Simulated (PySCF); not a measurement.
Run times: chromium in cc-pVTZ-DK

Measured wall times of calculations with PySCF 2.14 in cc-pVTZ-DK, with scalar relativity by spin-free X2C-1e, run from one Python driver. Hardware: 1 thread of Neoverse-V1 on a shared host, 1.3 GiB allowed. The two-electron integrals over 68 functions were computed once and kept in memory (0.91 CPU seconds with the set-up); the times below exclude them. Kohn-Sham runs start from converged Hartree-Fock orbitals.

Launch command (the driver calls PySCF for each step listed in the task file):

```bash
OMP_NUM_THREADS=1 python atomrun2.py TASK.json OUT
```

```
      species               step  iterations  wall time (s)
 Cr⁺ [Ar] 3d5                UHF           1           0.39
 Cr⁺ [Ar] 3d5               TPSS           6            3.1
 Cr⁺ [Ar] 3d5                PBE           6            1.3
 Cr⁺ [Ar] 3d5  MP2 (5 electrons)                       0.05
Cr²⁺ [Ar] 3d4                UHF           6           0.51
Cr²⁺ [Ar] 3d4               TPSS           5            2.7
Cr²⁺ [Ar] 3d4                PBE           5            1.1
Cr²⁺ [Ar] 3d4  MP2 (4 electrons)                       0.04
```

Peak memory of the process: 0.27 GiB. Times on a shared host vary from run to run.
